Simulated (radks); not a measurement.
Excited configurations of B: one electron is placed in a higher orbital outside [He] 2s2. The ground configuration is [He] 2s2 2p1. Method: non-relativistic Kohn-Sham, PBEsol, spin-polarised, spherical densities, point nucleus; open shells are filled with parallel spins first; computed with a radial shooting solver on a logarithmic mesh with Libxc functionals. Excitation = E - E(ground); binding = E(ion) - E, where the ion is the core of charge +1; n* = 1/sqrt(2 binding) in atomic units, and the quantum defect is n - n*.

3s: excitation (eV) 5.044; binding (eV) 3.371; n* 2.009; quantum defect 0.991
4s: excitation (eV) 6.769; binding (eV) 1.647; n* 2.874; quantum defect 1.126
4d: excitation (eV) 7.366; binding (eV) 1.049; n* 3.602; quantum defect 0.398
4f: excitation (eV) 7.472; binding (eV) 0.944; n* 3.797; quantum defect 0.203
5s: excitation (eV) 7.427; binding (eV) 0.988; n* 3.711; quantum defect 1.289
5p: excitation (eV) 7.565; binding (eV) 0.850; n* 4.001; quantum defect 0.999
5d: excitation (eV) 7.703; binding (eV) 0.713; n* 4.369; quantum defect 0.631
5f: excitation (eV) 7.764; binding (eV) 0.651; n* 4.571; quantum defect 0.429
6p: excitation (eV) 7.829; binding (eV) 0.586; n* 4.819; quantum defect 1.181
6d: excitation (eV) 7.904; binding (eV) 0.511; n* 5.160; quantum defect 0.840

The Delta-SCF ionisation energy is 8.415 eV (NIST Atomic Spectra Database: 8.298 eV, measured). Self-interaction in the functional shifts the binding energies and quantum defects, so they are the method's values and not measured ones. Open shells are spherical and high-spin; term and fine-structure splittings are not resolved.
